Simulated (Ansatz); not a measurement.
Stepwise reaction of `C[B](C)[AlH2]` with hydrogen fluoride, as a gas-phase model of exchange steps in deposition or etching. ΔE in kJ/mol; ΔG adds harmonic PBE0-D4 terms to CCSD(T)/CBS, at 1 bar.

Calculated with Ansatz (gas phase, PBE0-D4/def2-TZVP geometries, no zero-point term in ΔE). CBS: MP2 limit from def2 TZ/QZ plus the TZ coupled-cluster correction, frozen cores. This one scheme is used for every species. Functionals use def2-TZVPP. B3LYP here is the variant with VWN-RPA as its local correlation; programs differ in this.

```tsv
step	reaction	PBE-D4	B3LYP-D4	ωB97M-V	CCSD(T)/CBS	ΔG(400 K)
2	`C[B](F)[AlH2]` + H–F → `F[B](F)[AlH2]` + CH₄	-161.2	-171.4	-169.5	-163.0	-150.1
```

(1) Give the row of step 1, `C[B](C)[AlH2]` + H–F → `C[B](F)[AlH2]` + CH₄. (An estimate is asked.)

(2) By hand: ΔE of the 2 steps together at CCSD(T)/CBS.

Results:

(1) The calculation gave: 
| step | reaction | PBE-D4 | B3LYP-D4 | ωB97M-V | CCSD(T)/CBS | ΔG(400 K) |
| --- | --- | --- | --- | --- | --- | --- |
| 1 | `C[B](C)[AlH2]` + H–F → `C[B](F)[AlH2]` + CH₄ | -143.8 | -153.4 | -150.3 | -141.8 | -143.1 |

(2) (-141.8) + (-163.0) = -304.8 kJ/mol, or -152.4 kJ/mol a step.

In ΔE each step is lower than the one before. All are downhill at CCSD(T)/CBS. ΔG lies between -150.1 and -143.1 kJ/mol a step. PBE-D4 differs from CCSD(T)/CBS by -2.0 to 1.8 kJ/mol a step. Isolated molecules leave out the surface, adducts and barriers. Largest T1 diagnostic: 0.014.
